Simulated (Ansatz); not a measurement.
`COC([SiH3])=S` + `C[SeH]` → `C[Se][SiH3]` + `COC=S` at 500 K and 1 bar (ligand exchange at the Si–C bond).

Isolated molecules relaxed with PBE0-D4/def2-TZVP in Ansatz; ΔE leaves out vibrations. CCSD(T)/CBS is the MP2 limit (def2-TZVPP, def2-QZVPP) plus CCSD(T) − MP2 in def2-TZVPP, frozen cores. For Se outer-core shells are correlated without core-valence functions, which leaves a few kJ/mol of doubt a bond. Scalar relativity is left out up to krypton. Each species was taken in one conformer, which may not be the lowest.

```tsv
species	CCSD(T)/CBS energy (Eh)	H − E (kJ/mol)	S (J/(mol·K))
`COC([SiH3])=S`	-841.69602	243.3	424.4
`C[SeH]`	-2441.15625	142.1	299.3
`C[Se][SiH3]`	-2731.45956	203.8	380.5
`COC=S`	-551.42124	188.2	348.9
```

H − E and S are ideal-gas, rigid-rotor, harmonic terms from PBE0-D4/def2-TZVP, for one conformer and one mirror image of each species. 1 Eh = 2625.50 kJ/mol, R = 8.31446 J/(mol·K).

**Question.** By hand: ΔE, ΔH, ΔS and ΔG.

**Answer.** ΔE = (-2731.45956) + (-551.42124) − (-841.69602) − (-2441.15625) = -0.02853 Eh = -74.9 kJ/mol. Δ(H − E) = 203.8 + 188.2 − 243.3 − 142.1 = 6.6, so ΔH = -68.3 kJ/mol. ΔS = 380.5 + 348.9 − 424.4 − 299.3 = 5.7 J/(mol·K). ΔG = -68.3 − 500 × (5.7)/1000 = -71.1 kJ/mol.

**Question.** By hand: the equilibrium constant, and the temperature at which ΔG would vanish if ΔH and ΔS stayed fixed.

**Answer.** log₁₀ K = −ΔG/(RT ln 10) = 7.4. ΔH and −TΔS have one sign here, so there is no such temperature. One of them is within its doubt of zero, so this could turn.

The number of gas molecules stays the same, so ΔS is small and ΔH decides. A doubt of 5 kJ/mol in ΔE shifts log₁₀ K by 0.5 here. Other conformers and mirror images would add mixing entropy, several J/(mol·K) or more a flexible species. Modes under 60 cm⁻¹, often nearly free rotors, make the harmonic entropy too high. These are equilibria of isolated gas molecules and say nothing of rates. Largest T1 diagnostic: 0.017 (customary marks: 0.02 for closed shells, 0.045 for open ones).
